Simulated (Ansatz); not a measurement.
CH3Cl2Si, SMILES `[CH2][SiH](Cl)Cl` radical, relaxed with UKS PBE0-D4/def2-TZVP in Ansatz from a PBE-D4/def2-SVP geometry. The force threshold is 0.005 eV/Å; the program also tests the step.

Charge 0, multiplicity 2.

Start:

```xyz
7

C    -0.660    0.898    0.347
Si    0.428   -0.529   -0.056
Cl    1.792    0.044   -1.519
Cl   -0.729   -2.079   -0.823
H    -1.290    1.368   -0.427
H    -0.728    1.344    1.354
H     1.187   -1.046    1.123
```

How much energy does the relaxation release, and in how many steps? (Estimate.)

Computed: 3.73 kJ/mol, in 5 steps.

Which bonds change most? (Estimate.)

Computed: Si2–Cl4 from 2.080 to 2.049 Å; Si2–Cl3 from 2.080 to 2.049 Å; Si2–H7 from 1.495 to 1.475 Å; C1–H5 from 1.104 to 1.085 Å.

Give the relaxed structure. (Best estimate.)

The calculation gave: 
```xyz
7

C    -0.659    0.894    0.339
Si    0.418   -0.520   -0.066
Cl    1.779    0.022   -1.499
Cl   -0.703   -2.062   -0.814
H    -1.288    1.371   -0.405
H    -0.708    1.313    1.338
H     1.161   -1.018    1.107
```
